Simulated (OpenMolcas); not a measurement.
**Pd2+: effect of the active space**

```
Program             : OpenMolcas
Method              : MS-CASPT2 or its RAS form, IPEA 0.25 Eh, imaginary shift 0.1 Eh
Basis               : ANO-RCC-VDZP
Scalar Hamiltonian  : DKH2, point nucleus
Spin-orbit coupling : state interaction with AMFI integrals over the reference wave functions, term energies averaged over their components
```

A. 8 electrons in 6 orbitals (4d 5s); 2S+1 = 5 even, 10 roots; 2S+1 = 3 even, 55 roots; 2S+1 = 1 even, 43 roots; closed shells correlated: 4s 4p; CASPT2 step of the order of 21 core-seconds
B. 8 electrons in 9 orbitals (RAS2 4d 5s; RAS3 5p, at most 2 electrons); 2S+1 = 3 even, 60 roots; 2S+1 = 5 even, 10 roots kept (CI in the orbitals of an earlier block); 2S+1 = 1 even, 50 roots kept (CI in the orbitals of an earlier block); 2S+1 = 3 odd, 21 roots; 2S+1 = 5 odd, 22 roots kept (CI in the orbitals of an earlier block); 2S+1 = 1 odd, 9 roots kept (CI in the orbitals of an earlier block, 0 in the spin-orbit step); closed shells correlated: 4s 4p; CASPT2 step of the order of 8 core-minutes

Energies in cm-1 above 4d8 3F4, the measured ground level; measured values from Moore, Atomic Energy Levels, vol. III, NSRDS-NBS 35 (1971 reprint of NBS Circular 467, 1958).

| Level | A | B | Measured |
| --- | --- | --- | --- |
| 4d8 3F4 | 0.0 | 0.0 | 0.0 |
| 4d8 3F3 | 3550 | 3560 | 3230 |
| 4d8 3F2 | 4990 | 5010 | 4687 |
| 4d8 3P1 | 15480 | 15220 | 13470 |
| 4d8 3P0 | 15680 | 15410 | 13699 |
| 4d8 3P2 [56 %] | 15690 | 15630 | 14634 |
| 4d8 1G4 | 19180 | 19380 | 17880 |
| 4d8 1S0 | 42460 | 42340 |  |
| 4d7 5s 5F5 | 58350 | 57360 | 52916 |
| 4d7 5s 5F4 | 60490 | 59500 | 55089 |
| 4d7 5s 5F3 | 62280 | 61220 | 56742 |
| 4d7 5s 5F2 | 63460 | 62370 | 57845 |
| 4d7 5s 5F1 | 64170 | 63080 | 58527 |
| 4d7 5s 3F4(1) | 65100 | 64970 |  |
| 4d7 5s 3F3(1) | 68010 | 67860 |  |
| 4d7 5s 3F2(1) | 69650 | 69580 |  |

Deviations, from unrounded energies. A percentage is the sum of absolute deviations over the sum of measured energies, with the sign that they share, or ± where signs differ.

| Against measurement | Levels | A | B |
| --- | --- | --- | --- |
| mean absolute deviation (cm-1) | 11 | 3100 | 2600 |
| fine structure of the ground term (%) | 2 | +8.0 | +8.2 |
| other terms of the ground configuration (%) | 4 | +10.6 | +10.0 |
| other configurations (%) | 5 | +9.8 | +8.0 |

B lies closest to measurement on these levels. The largest miss of B in the table is 4d7 5s 5F1, by +4600 cm-1. The ranking rests on the paired levels alone, and a cruder setting can come out closer through cancelling errors.

Between A and B the level of the table that moves most is 4d7 5s 5F1, by 1100 cm-1 (lowest in B, highest in A). Moves below CASPT2's spread within the term are not significant.

CASPT2 does not keep the components of a term degenerate, so their means are used; among the terms shown or strongly mixed into the levels shown the widest spread is 1500 cm-1 (4d8 1G, B). A single d shell beside an s shell can misplace configurations of different d count against each other. Some high roots are left out of the spin-orbit mixing, which shifts the levels that they would mix with (holds for B). Terms from blocks run as CI alone lack orbitals of their own (holds for B). Measured partners are found by configuration, term and J. A level has none where our copy of the source lacks it or the pairing is in doubt (some pairs that miss far off the trend of their configuration count as doubtful), and it then counts in no deviation. Levels of configurations outside the active space are missing. The table leaves out levels that lie high or whose names do not pair safely across all columns.

A share in square brackets marks a mixed level and gives the weight of the term that names it, the lowest over the columns. A number in round brackets counts repeated terms of one configuration in the order of the reference energies.
